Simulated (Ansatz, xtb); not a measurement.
# C4H2FNO2: 4 structures ranked

4 gas-phase structures of C4H2FNO2, from a drawn sample of its isomers (lower ones may exist). Each was relaxed with GFN2-xTB:

A. `N#C[C@@H]1O[C@@H](F)C1=O`, a singlet
B. `N#CC1=C(O)[C@@H](F)O1`, a singlet
C. `N#C[C@@H]1O[C@H](F)C1=O`, a singlet
D. `N#C[C@@H]1OC(F)=C1O`, a singlet

Task: Estimate their order in r2SCAN-D4/def2-SVP energy at these geometries, lowest first.

Result: Calculated order at r2SCAN-D4/def2-SVP: A (0.0), C (0.4), B (13.8), D (21.9) kcal/mol. Less than 1 kcal/mol parts A and C, so the order within that pair means little.

Energies above the lowest of each column, in kcal/mol; the last columns are at B3LYP/def2-SVP geometries:

```csv
structure,GFN2-xTB,HF/STO-3G,r2SCAN-D4/def2-SVP,B3LYP/def2-SVP,CCSD(T)/def2-SVP + ΔMP2/def2-TZVPP
A,0.0,0.0,0.0,0.0,0.0
C,0.6,0.3,0.4,0.4,0.4
B,4.1,23.0,13.8,15.1,15.7
D,8.0,24.9,21.9,21.1,20.8
```

Every level run on A puts it lowest or level with the lowest. Flexible structures stand in one conformer each, not always the lowest. The ΔMP2 step shifts differences by up to 3.0 kcal/mol, which makes them less sure. ΔMP2 is the change of the MP2 energy from the smaller to the larger basis.

Over these structures GFN2-xTB departs from r2SCAN-D4/def2-SVP by 6.0 kcal/mol on average once a common shift is removed. A GFN2-xTB relaxation took about 0.26 s and the r2SCAN-D4/def2-SVP energy about 7.7 s on a shared host (Ansatz 0.2.0, xtb 6.7.1).
